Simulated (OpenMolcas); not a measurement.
Computed levels of 4f⁹ in ions with 63 electrons, in cm-1 above ⁶H°_15/2.

| Item | Value |
| --- | --- |
| Program | OpenMolcas 26.06 |
| Method | CASSCF |
| Basis | ANO-RCC-VTZP |
| Scalar Hamiltonian | DKH2, point nucleus |
| Spin-orbit coupling | RASSI with atomic mean-field integrals over the reference wave functions, term energies averaged over their components |

Active space for each ion: 9 electrons in 7 orbitals (4f).

| Level | Tb2+ | Ho4+ |
| --- | --- | --- |
| ⁶H°_13/2 | 2891 | 4219 |
| ⁶H°_11/2 | 4998 | 7149 |
| ⁶H°_9/2 | 6629 | 9419 |
| ⁶H°_7/2 | 7893 | 11180 |
| ⁶F°_11/2 | 8766 | 10941 |
| ⁶H°_5/2 | 8835 | 12489 |
| ⁶F°_9/2 | 10027 | 12515 |
| ⁶F°_7/2 | 11623 | 14896 |
| ⁶F°_5/2 | 12841 | 16647 |

Estimate ⁶H°_5/2, ⁶F°_11/2, ⁶F°_9/2 for Dy3+ from its neighbours Tb2+ and Ho4+.

⁶H°_5/2 is fine structure, which grows about as the fourth power of a screened charge, so the fourth roots are averaged: ((8835^0.25 + 12489^0.25) / 2)^4 = 10544. The calculation gives 10586, so the estimate is off by -0.4 %.
⁶F°_11/2 is another term, which grows about linearly with the charge: (8766 + 10941) / 2 = 9854. The calculation gives 9863, so the estimate is off by -0.1 %.
⁶F°_9/2 is another term, which grows about linearly with the charge: (10027 + 12515) / 2 = 11271. The calculation gives 11295, so the estimate is off by -0.2 %.

High states are left out of the spin-orbit mixing, which shifts the levels that they would mix with. Without dynamic correlation excited terms often stand tens of per cent too high (terms of higher spin than the ground term too low), and those without a measured partner can miss by more than the paired ones. Levels of configurations outside the active space are missing.

° marks odd parity.
